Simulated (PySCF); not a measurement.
# One molecule, several mistakes: Al2BCH7

All numbers below are calculated, not measured. The program is PySCF 2.14.0, an open-source quantum chemistry code, run on an isolated molecule that a program drew, which may never have been made. The molecule is Al2BCH7 (charge 0, singlet), drawn as the SMILES string `[AlH2][BH][CH2][AlH2]`.

Each row is a Hartree-Fock (HF) and frozen-core CCSD(T) single point in the cc-pV(D+d)Z basis, meant for a local HF minimum. Run 1 is clean. Each other run has one planted mistake out of seven kinds, and not every kind appears here: one electron removed, one electron added, multiplicity raised by two, geometry at a saddle point, minimal basis STO-3G, one bond length entered in bohr, all coordinates scaled. The reference is restricted for singlets and unrestricted otherwise, and also for a bond in bohr. Adding or removing an electron swaps singlet and doublet. Electrons count all cores. HOMO and LUMO are orbital energies over both spins, the gradient is its largest component, and the lowest frequency (negative if imaginary) is given only where the gradient is small. Bond lengths are over the 10 bonds as drawn. T1 is the CCSD diagnostic: over 0.02 (restricted) or 0.045 (unrestricted) a single reference is doubtful.

Geometry of the clean run:
```xyz
11
Al2BCH7, angstrom
Al   -1.5548    1.8075    1.2911
B     0.0967    0.8077    0.3207
C     0.2885   -0.7204    0.1823
Al    1.4896   -1.3633    1.6321
H    -2.7705    2.4159    0.4667
H    -1.6013    1.9953    2.8723
H     0.9979    1.4966   -0.1077
H     0.8790   -1.0060   -0.7011
H    -0.6092   -1.3410    0.2585
H     0.9036   -2.2719    2.7846
H     3.0334   -1.0334    1.5876
```

| run | electrons | basis functions | <S^2> | HOMO (eV) | LUMO (eV) | gradient (hartree/bohr) | lowest frequency (cm^-1) | mean bond (Å) | longest bond (Å) | T1 | HF (hartree) | CCSD(T) (hartree) | mistake |
|---|---|---|---|---|---|---|---|---|---|---|---|---|---|
| 1 | 44 | 109 | 0.000 | -9.59 | 0.89 | 1.5e-05 | 43 | 1.5446 | 2.161 | 0.0130 | -550.42206 | -550.85575 | no fault |
| 2 | 44 | 109 | 0.000 | -9.61 | 1.08 | 5.5e-02 | - | 1.4334 | 2.005 | 0.0123 | -550.37246 | -550.80377 | all coordinates scaled |
| 3 | 44 | 109 | 2.016 | -6.36 | -0.70 | 3.5e-02 | - | 1.5446 | 2.161 | 0.0230 | -550.31437 | -550.73941 | multiplicity raised by two |
| 4 | 43 | 109 | 0.763 | -15.45 | -7.03 | 6.6e-02 | - | 1.5446 | 2.161 | 0.0213 | -550.11788 | -550.53084 | one electron removed |
| 5 | 45 | 109 | 0.766 | -0.01 | 4.61 | 2.4e-02 | - | 1.5446 | 2.161 | 0.0308 | -550.40521 | -550.86339 | one electron added |
| 6 | 44 | 109 | 0.795 | -8.14 | 0.51 | 1.2e-02 | - | 1.6851 | 2.984 | 0.0553 | -550.32103 | -550.74626 | ? |

**Which mistake was planted in run 6, and what did it cost?**

The mean bond changes by a factor of 1.091 and the longest by 1.381, so the molecule wasn't scaled as a whole. A length L in bohr read as angstrom grows by (1/0.5292 - 1) L = 0.890 L. The 10 bonds together grew by 10 x 0.1405 = 1.405 Å, which gives L = 1.579 Å. That is the length of one of the Al-H bonds, 1.579 Å in the clean geometry. So the mistake is: one bond length entered in bohr. Subtracting run 1 and multiplying by 627.51 kcal/mol a hartree, the energy moved by 63.4 kcal/mol in HF and 68.7 kcal/mol in CCSD(T).

Cautions from the logs. Run 6: T1 is over the limit, so its CCSD(T) energy is less reliable.
